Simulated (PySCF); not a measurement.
Bond stretch in H₂ (cation, charge +1), doublet.

Calculation: PySCF 2.14.0 with CCSD(T) on UHF/cc-pVTZ.

Q: Relative to R = 1.06 Å, what are the energies at R = 0.94, 1.80, 2.67, 2.96 Å?

A: 8.1 kJ/mol at 0.94 Å, 103.4 kJ/mol at 1.80 Å, 212.5 kJ/mol at 2.67 Å, 231.6 kJ/mol at 2.96 Å.
